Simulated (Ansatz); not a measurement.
**A ladder of methods for AlBH2OF2 (SMILES O[B](F)[AlH][F])**

AlBH2OF2 has 7 atoms, charge 0, and is taken as a singlet. As SMILES, `O[B](F)[AlH][F]`. Geometry: optimised at r2SCAN/def2-SVP. This is one conformer, not always the lowest.

```xyz
7

O     0.4566   -0.1579    1.7619
B     0.5177   -0.6868    0.5170
F     1.1818   -1.8408    0.4127
Al   -0.4038    0.2906   -1.1569
F    -1.1502    1.7139   -0.6693
H    -0.0333    0.6749    1.7866
H    -0.5076   -0.0621   -2.6977
```

Quantity: the adiabatic ionisation energy (to the doublet cation, shapes relaxed at r2SCAN/def2-SVP, no zero-point term), in eV. The values are calculated.

```
             level                    kind  program  value (eV)  less CCSD(T)/def2-SVP  CPU time (all runs)
    SVWN5/def2-SVP                     LDA   Ansatz        9.28                  -0.03                2.4 s
      PBE/def2-SVP                     GGA   Ansatz        9.18                  -0.13                4.4 s
    B3LYP/def2-SVP           global hybrid   Ansatz        9.41                  +0.10                6.6 s
CAM-B3LYP/def2-SVP  range-separated hybrid   Ansatz        9.48                  +0.17                8.1 s
  wB97M-V/def2-SVP  range-separated hybrid   Ansatz        9.52                  +0.21                 31 s
  RPA@PBE/def2-SVP                     RPA   Ansatz        9.43                  +0.12                8.1 s
      MP2/def2-SVP     perturbation theory   Ansatz        9.22                  -0.09                2.1 s
  CCSD(T)/def2-SVP   coupled cluster or CI   Ansatz        9.31                   0.00                 33 s
```

CCSD(T)/def2-SVP is the highest level here, not the true value. The values span 9.18 to 9.52 eV. In so small a basis fixed costs decide the times, and correlated methods can beat functionals. Times are those of the runs behind each value, whatever else they computed, on shared processors of several kinds: orders of magnitude only.
